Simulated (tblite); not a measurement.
Compound: C5H4NS (doublet state).
InChI=1S/C5H4NS/c6-3-5-1-2-7-4-5/h1-2H,4H2

Level: GFN2-xTB in tblite, geometry and Hessian alike; calculated harmonic values, unscaled, isolated species. This tight-binding method is rough: wavenumbers can miss measured ones by several per cent, in bad cases by 10 to 20. Open shells enter through the occupations alone, without spin polarisation, and single modes of such species can be off by tens of per cent.

Harmonic wavenumbers (cm⁻¹): 104.1, 147.3, 236.6, 410.9, 429.3, 494.2, 525.0, 620.1, 688.5, 744.6, 814.4, 821.4, 851.5, 878.3, 1043.6, 1065.1, 1166.4, 1191.4, 1267.7, 1403.0, 1408.1, 1438.7, 2299.4, 2928.7, 2957.1, 3123.8, 3169.9.

A = 6702, B = 1454, C = 1204 MHz; mass 110.006 u (most abundant isotopes); point group Cs, symmetry number 1; spin multiplicity 2.

**Question.** Zero-point energy?

**Answer.** Half the sum of the wavenumbers: 16115 cm⁻¹ = 46.07 kcal/mol.

**Question.** Entropy at 500 K, 1 bar (ideal gas, RRHO, classical rotation)?

**Answer.** Translation 42.60, rotation 29.25, vibration 24.79, spin (R ln 2) 1.38: S = 98.0 cal/(mol K).

**Question.** And Cp and H(500 K) − H(0)?

**Answer.** Cp = 36.26 cal/(mol K), of which vibrations give 28.31 (their classical limit is 27 R = 53.7); H(500 K) − H(0) = 10.97 kcal/mol without the zero-point energy, 7.00 from vibrations.

**Question.** Which modes carry the vibrational entropy at 500 K?

**Answer.** 104.1 cm⁻¹: 4.39; 147.3 cm⁻¹: 3.71; 236.6 cm⁻¹: 2.79; 410.9 cm⁻¹: 1.77; 429.3 cm⁻¹: 1.69; 494.2 cm⁻¹: 1.45 cal/(mol K); the other 21 give 9.00 together.

**Question.** What must be added to the electronic energy to get the Gibbs energy at 500 K and 1 bar?

**Answer.** ZPE + [H(500 K) − H(0)] − T·S = 46.07 + 10.97 − 49.00 = 8.04 kcal/mol.

**Question.** How do the functions run with temperature in this model?

**Answer.** 
```
 T (K)  S (cal/(mol K))  Cp (cal/(mol K))  H − H(0) (kcal/mol)  G − H(0) (kcal/mol)  ln q(vib)
   150             68.6              15.3                 1.66                -8.63       0.91
   250             77.9              22.1                 3.52               -15.96       2.05
298.15             82.1              25.4                 4.67               -19.81       2.66
   400             90.4              31.5                 7.57               -28.61       4.03
   600            105.0              40.0                14.79               -48.19       6.84
   900            122.7              47.4                28.01               -82.45      10.90
```

q(vib) and H(0) count from the zero-point level.

**Question.** Blend soft modes into free rotors: weight 1/[1 + (100 cm⁻¹/ν̃)⁴] for the oscillator and the rest for a rotor with moment μB/(μ + B), μ = h/(8π²ν), B = 10⁻⁴⁴ kg m². What vibrational entropy results?

**Answer.** 24.17 cal/(mol K) in place of 24.79, which changes −T·S at 500 K by +0.31 kcal/mol.

Hindered rotation and anharmonicity are outside this model.

Time: 0.4 s. Hardware: one thread, Arm Neoverse N1 (aarch64) (shared host). This covers the Hessian and the dipole derivatives.
